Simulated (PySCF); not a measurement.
## `C1=C[C@H](C=C=C)[C@H]1C`, C8H10

Molfile (atoms numbered from 1):
```
C8H10
     RDKit          3D

 18 18  0  0  0  0  0  0  0  0999 V2000
    3.4711    0.6250   -0.8463 C   0  0  0  0  0  0  0  0  0  0  0  0
    2.4038    0.0853   -0.3511 C   0  0  0  0  0  0  0  0  0  0  0  0
    1.3192   -0.4464    0.1225 C   0  0  0  0  0  0  0  0  0  0  0  0
   -0.0073   -0.3867   -0.5655 C   0  0  1  0  0  0  0  0  0  0  0  0
   -0.7722   -1.6890   -0.6299 C   0  0  0  0  0  0  0  0  0  0  0  0
   -1.7895   -1.2491    0.1011 C   0  0  0  0  0  0  0  0  0  0  0  0
   -1.2057    0.1266    0.3032 C   0  0  2  0  0  0  0  0  0  0  0  0
   -1.9945    1.2906   -0.2706 C   0  0  0  0  0  0  0  0  0  0  0  0
    3.7533    1.6414   -0.6201 H   0  0  0  0  0  0  0  0  0  0  0  0
    4.1343    0.0781   -1.4983 H   0  0  0  0  0  0  0  0  0  0  0  0
    1.3359   -0.9773    1.0663 H   0  0  0  0  0  0  0  0  0  0  0  0
    0.0845    0.1304   -1.5223 H   0  0  0  0  0  0  0  0  0  0  0  0
   -0.5264   -2.6242   -1.0999 H   0  0  0  0  0  0  0  0  0  0  0  0
   -2.7165   -1.6786    0.4362 H   0  0  0  0  0  0  0  0  0  0  0  0
   -0.9209    0.3394    1.3367 H   0  0  0  0  0  0  0  0  0  0  0  0
   -2.9045    1.4495    0.3049 H   0  0  0  0  0  0  0  0  0  0  0  0
   -2.2717    1.0888   -1.3032 H   0  0  0  0  0  0  0  0  0  0  0  0
   -1.4016    2.2025   -0.2399 H   0  0  0  0  0  0  0  0  0  0  0  0
  1  2  2  0
  2  3  2  0
  3  4  1  0
  4  5  1  0
  5  6  2  0
  6  7  1  0
  7  8  1  0
  7  4  1  0
  1  9  1  0
  1 10  1  0
  3 11  1  0
  4 12  1  6
  5 13  1  0
  6 14  1  0
  7 15  1  1
  8 16  1  0
  8 17  1  0
  8 18  1  0
M  END
```

The calculation used TDDFT CAM-B3LYP/def2-SVPD circular dichroism and optical rotation, one conformer, gas phase in PySCF. Geometry: GFN2-xTB.

The molecule is flexible and this is one conformer; a measurement averages over conformers. Singlets 14 and 15 lie within 0.01 eV of each other, so their separate moments and overlaps can depend on how they mix.

Stereocentres: C4 S, C7 S.

Question: What is the specific rotation at 633, 589.3, 546, 436, 405, 365, 355 nm?

Answer: [α] in deg dm⁻¹ (g/mL)⁻¹:
| λ (nm) | origin-invariant length gauge | modified velocity gauge | length gauge (centre of mass) | isotropic polarisability (au) |
| --- | --- | --- | --- | --- |
| 633 | +299.3 | +301.3 | +296.9 | 99.1 |
| 589.3 | +353.8 | +356.1 | +351.0 | 99.6 |
| 546 | +424.9 | +427.6 | +421.5 | 100.2 |
| 436 | +758.2 | +762.4 | +751.9 | 102.9 |
| 405 | +933.4 | +938.2 | +925.5 | 104.1 |
| 365 | +1279.6 | +1285.4 | +1268.6 | 106.4 |
| 355 | +1399.9 | +1406.0 | +1387.8 | 107.1 |

Question: And for the mirror image at 589.3 nm?

Answer: -353.8 deg dm⁻¹ (g/mL)⁻¹ (origin-invariant length gauge): the same size and the opposite sign.

Question: What is the molar rotation [Φ] = [α]·M/100 of the geometry above at 589.3 nm?

Answer: With M = 106.17 g/mol, +375.6 deg cm² dmol⁻¹ (origin-invariant length gauge).

The first excitation lies at 5.80 eV (214 nm) with R = +17.6 × 10⁻⁴⁰ esu² cm² (velocity form).
